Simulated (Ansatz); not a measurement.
Reaction (formal exchange of groups at a B–Cl bond): `OB(Cl)C[SiH3]` + `C/N=C/Cl` → `OBC[SiH3]` + `CN=C(Cl)Cl`

Computed with Ansatz on PBE0-D4/def2-TZVP structures; ΔE is electronic, products minus reactants. CBS: MP2 limit from def2 TZ/QZ plus the TZ coupled-cluster correction, frozen cores. Functionals use def2-TZVPP. HSE06 is defined as in plane-wave codes. Each species was taken in one conformer, which may not be the lowest.

```tsv
level	ΔE (kJ/mol)	difference from CCSD(T)/CBS
r2SCAN-D4	149.5	-4.6
HSE06-D4	150.5	-3.6
CAM-B3LYP-D4	153.1	-1.0
PBE	141.4	-12.7
r2SCAN0	155.9	1.8
CAM-B3LYP	153.2	-0.9
RPA@PBE/def2-TZVPP	150.2	-3.9
MP2/def2-SVP	160.2	6.1
SCS-MP2/def2-TZVPP	153.9	-0.2
SCS-MP2/def2-QZVPP	153.3	-0.8
CCSD(T)/CBS	154.1	0
```

Largest T1 diagnostic among the species: 0.012.

From r2SCAN to r2SCAN0 (25 % exact exchange), in def2-TZVPP and without D4, ΔE moves by +6.5 kJ/mol. Leaving LDA and LC-ωPBE aside and taking each functional with its dispersion term where it has one, the values, not all of them listed here, spread over 19.2 kJ/mol, from revPBE-D4 to BHLYP-D4. In def2-TZVPP, CCSD(T) changes the Hartree–Fock value by −16.5 kJ/mol (the triples alone add −4.0 kJ/mol) and MP2 by −18.3 kJ/mol.
